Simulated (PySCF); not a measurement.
From one molecule to another.

First species: C3H11ClSi3.
Atom-mapped SMILES: `[CH2:1]=[CH:2][CH2:3][Si@H:4]([SiH3:5])[SiH2:6][Cl:7]` (hydrogens: H8, H9 on C1; H10 on C2; H11, H12 on C3; H13 on Si4; H14, H15, H16 on Si5; H17, H18 on Si6)

Second species: C₃H₁₁ClSi₃.
SMILES with atom numbers: `[Cl:1][CH:2]1[SiH2:3][CH2:4][SiH2:5][CH2:6][SiH2:7]1` (hydrogens: H8 on C2; H9, H10 on Si3; H11, H12 on C4; H13, H14 on Si5; H15, H16 on C6; H17, H18 on Si7)

Levels: B3LYP/def2-SVPD for HOMO energy, LUMO energy, HOMO–LUMO gap and static isotropic polarisability; TDDFT B3LYP/def2-SVPD for lowest singlet excitation; TDA B3LYP/def2-SVPD for lowest triplet excitation (Tamm–Dancoff). Geometries: GFN2-xTB. Each structure is a single optimised conformer of the isolated species, non-relativistic unless stated; the electronic structure was computed with PySCF and density fitting.

Dipoles, sizes and rotational constants follow the conformer. The torsions of the flexible species, by atom-mapped SMILES:
- `[CH2:1]=[CH:2][CH2:3][Si@H:4]([SiH3:5])[SiH2:6][Cl:7]`: C1–C2–C3–Si4 -105°, C2–C3–Si4–Si5 -60°, C3–Si4–Si6–Cl7 162°

The conformers of `ClC1[SiH2]C[SiH2]C[SiH2]1` aren't listed.

Which of the two has the higher HOMO energy, and by how much?

The first: -7.02 eV against -7.58 eV, a difference of 0.56 eV.

Which has the higher S1 energy?

The second: 6.10 eV against 5.21 eV, a difference of 0.89 eV.

Which has the higher static isotropic polarisability?

The first: 139.8 au against 124.1 au, a difference of 15.7 au.

Which has the higher HOMO–LUMO gap?

The second: 7.22 eV against 5.95 eV, a difference of 1.27 eV.

Which has the higher LUMO energy?

The second: -0.36 eV against -1.07 eV, a difference of 0.71 eV.

Which has the higher T1 energy?

The second: 5.51 eV against 4.29 eV, a difference of 1.22 eV.

On the first: The principal polarisabilities are 108.8, 140.9 and 169.7 au; their mean is the isotropic value. The vertical singlet–triplet gap S1 − T1 is 0.92 eV (TDDFT singlet less Tamm–Dancoff triplet).

On the second: The 8 singlets span 6.10 to 7.26 eV, and their oscillator strengths add up to 0.10. The principal polarisabilities are 114.1, 126.9 and 131.4 au; their mean is the isotropic value.
